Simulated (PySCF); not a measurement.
Members of one family of related compounds. Method: PySCF, TDDFT CAM-B3LYP/def2-SVPD, vertical, gas phase, core orbitals frozen in the response. Geometries: PBE0-D3(BJ)/def2-SVP; one conformer of each isolated species. Triplets are in the Tamm–Dancoff approximation.

Task: Rank by computed S1–T1 gap, lowest first.
A. `[SiH3][SiH2]C1CCC1`
B. `FB(F)[SiH2][SiH3]`
C. `NC(=O)[SiH2][SiH3]`
D. `[SiH3][SiH2]n1cccc1`
E. `N#CC[SiH2][SiH3]`
F. `[SiH3][SiH2]N([SiH3])[SiH3]`

Result: F (0.41 eV), C (0.59 eV), A (0.78 eV), E (0.98 eV), B (1.18 eV), D (1.47 eV).

```csv
SMILES,S1−T1 (eV),S1 (eV),T1 (eV),S1 mainly,T1 mainly,f(S1)
[SiH3][SiH2]N([SiH3])[SiH3],0.41,5.76,5.35,H→L (95%),H→L (90%),0.005
NC(=O)[SiH2][SiH3],0.59,4.88,4.28,H→L (77%),H→L (76%),0.003
[SiH3][SiH2]C1CCC1,0.78,7.06,6.29,H→L (69%),H→L (41%),0.039
N#CC[SiH2][SiH3],0.98,7.18,6.20,H→L (77%),H-1→L+5 (17%),0.034
FB(F)[SiH2][SiH3],1.18,6.29,5.12,H→L (80%),H→L (68%),0.150
[SiH3][SiH2]n1cccc1,1.47,5.62,4.15,H→L (82%),H→L+4 (64%),0.001
```

H and L stand for HOMO and LUMO. For `N#CC[SiH2][SiH3]` and `[SiH3][SiH2]n1cccc1` the leading configurations of S1 and T1 differ. Singlets come from full response and triplets from the Tamm–Dancoff approximation.
